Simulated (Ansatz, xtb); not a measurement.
Gas-phase reaction in SMILES: C[Si](C)(C)CO + C (CH4) + 3 [SiH4] (SiH4) → CO (CH4O) [methanol] + 4 C[SiH3]
Structures are relaxed separately at B3LYP-D3(BJ)/def2-TZVP in Ansatz (a program for electronic structure), one conformer each, not searched for the lowest.

Quantity: bond separation energy (electronic energy difference), in kcal/mol. Correlated levels leave the core frozen unless marked. Spin-orbit coupling is left out. No relativistic terms. CBS(X,Y): correlation extrapolated as X^-3; Hartree-Fock from the larger set. The bracket is a focal-point correction in the basis named.

```
level                                                                 program  bond separation energy (kcal/mol)  minus last row
-------------------------------------------------------------  --------------  ---------------------------------  --------------
GFN1-xTB                                                                  xtb                               -7.5            -8.3
HF/STO-3G                                                              Ansatz                                2.1             1.3
HF/aug-cc-pV(D+d)Z                                                     Ansatz                               -1.3            -2.1
HF/aug-cc-pV(T+d)Z                                                     Ansatz                               -3.8            -4.6
PBE/def2-TZVPD                                                         Ansatz                               -1.7            -2.5
revPBE/def2-TZVPD                                                      Ansatz                               -2.9            -3.7
B3LYP/def2-TZVPD                                                       Ansatz                               -2.1            -2.9
PBE0/def2-SVP                                                          Ansatz                               -0.9            -1.7
PBE0-D3(BJ)/def2-TZVP                                          Ansatz + dftd3                                0.0            -0.8
LC-wPBE-D4/def2-TZVPD                                          Ansatz + dftd4                                0.8             0.0
wB97X/def2-TZVPD                                                       Ansatz                               -0.9            -1.7
B2PLYP-D3(BJ)/def2-TZVPD                                       Ansatz + dftd3                                0.8             0.0
B2PLYP/def2-TZVPD                                                      Ansatz                               -0.7            -1.5
SCS-MP2/6-31G*                                                         Ansatz                                1.2             0.4
CCSD/6-31G                                                             Ansatz                                4.3             3.5
CCSD/aug-cc-pV(T+d)Z                                                   Ansatz                                0.3            -0.5
CCSD(T)/STO-3G                                                         Ansatz                                3.6             2.8
CCSD(T)/6-31G*                                                         Ansatz                                2.0             1.2
CCSD(T)/cc-pVTZ                                                        Ansatz                                1.2             0.4
RI-MP2/CBS(cc-pV(T+d)Z,cc-pV(Q+d)Z)+[CCSD(T)-MP2]/cc-pV(D+d)Z          Ansatz                                1.0             0.2
RI-MP2/CBS(cc-pV(T+d)Z,cc-pV(Q+d)Z)+[CCSD(T)-MP2]/cc-pV(T+d)Z          Ansatz                                0.8             0.0
```
